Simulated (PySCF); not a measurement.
A calculated (LDA, PySCF 2.14, aug-cc-pVTZ, the non-relativistic Hamiltonian (point nucleus)) atom or ion has these occupied shells.

```csv
shell,electrons,orbital energy (eV),"rms radius, mean of both spins (bohr)"
1s α,1,-4846.8,0.0813
1s β,1,-4846.7,0.0813
2s α,1,-553.53,0.357
2s β,1,-553.10,0.357
2p α,3,-467.15,0.323
2p β,3,-466.80,0.323
3s α,1,-84.236,1.08
3s β,1,-83.134,1.08
3p α,3,-61.213,1.15
3p β,3,-60.091,1.15
3d α,1,-25.835,1.46
4s α,1,-19.697,2.96
```

(1) Name the element and its charge.

Answers

(1) Ti²⁺ (titanium, charge +2), in [Ar] 3d1 4s1, high-spin 3D determinant (an excited configuration).
